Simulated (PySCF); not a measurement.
## Electron correlation in Ti (titanium, neutral)

[Ar] 3d2 4s1 4p1, one real determinant (an excited configuration). All numbers are calculated (PySCF 2.14, no relativity, point nucleus, in def2-QZVPPD). Frozen: [Ne]; 12 electrons correlated.

| level | correlation energy (mhartree) |
| --- | --- |
| CCSD | -305.46 |
| (T) | -8.12 |
| CCSD(T) | -313.58 |

Diagnostics: T1 = 0.013, D1 = 0.0499, largest double amplitude 0.057.

**Question.** Is a single reference adequate?

**Answer.** Yes: T1 lies below 0.03 and no double amplitude reaches 0.07.

The reference is one real determinant that mixes LS terms of this configuration.

This basis was not built for core-valence correlation, so the inner-shell part is incomplete.
